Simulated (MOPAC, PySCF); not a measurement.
Bond stretch in BN, triplet.

Methods: PM7, unrestricted, heats of formation (MOPAC); UKS-B3LYP/LANL2DZ = unrestricted B3LYP/LANL2DZ (PySCF 2.14.0); PM6, unrestricted, heats of formation (MOPAC); UCCSD(T) = CCSD(T) on UHF/6-31G, 2 core orbitals frozen in PySCF.

Energies relative to the lowest point of each curve near equilibrium, in kJ/mol; the last columns give the difference from UCCSD(T):

| R / Å | PM7 | UKS-B3LYP/LANL2DZ | PM6 | UCCSD(T) | PM7 − UCCSD(T) | UKS-B3LYP/LANL2DZ − UCCSD(T) | PM6 − UCCSD(T) |
|---|---|---|---|---|---|---|---|
| 1.05 | 24.6 | 386.8 | 273.3 | 372.7 | -348.1 | 14.2 | -99.4 |
| 1.13 | 50.6 | 197.9 | 118.8 | 206.9 | -156.2 | -9.0 | -88.1 |
| 1.20 | 10.3 | 81.7 | 41.4 | 87.4 | -77.2 | -5.7 | -46.1 |
| 1.25 | 0.3 | 34.0 | 12.2 | 38.4 | -38.1 | -4.3 | -26.1 |
| 1.27 | 0.0 | 21.5 | 5.7 | 25.2 | -25.2 | -3.7 | -19.5 |
| 1.32 | 7.3 | 3.4 | 0.0 | 5.2 | 2.0 | -1.9 | -5.2 |
| 1.37 | 24.2 | 0.0 | 7.1 | 0.0 | 24.2 | 0.0 | 7.1 |
| 1.41 | 43.2 | 5.2 | 19.9 | 3.8 | 39.4 | 1.4 | 16.1 |

PM7 is furthest from UCCSD(T) at 1.05 (-348.1 kJ/mol, below); its mean absolute difference over the points is 88.8 kJ/mol.

UKS-B3LYP/LANL2DZ is furthest from UCCSD(T) at 1.05 (14.2 kJ/mol, above); its mean absolute difference over the points is 5.0 kJ/mol.

PM6 is furthest from UCCSD(T) at 1.05 (-99.4 kJ/mol, below); its mean absolute difference over the points is 38.5 kJ/mol.

The scan ran from 1.05 to 5.21 Å; beyond the distances shown one of the unrestricted levels run for this scan, shown here or not, changes its spin distribution in one step. The unrestricted determinant behind UCCSD(T) is spin-contaminated at 1.37 to 1.41 Å (<S²> up to 2.2, against 2.00 for a pure triplet).
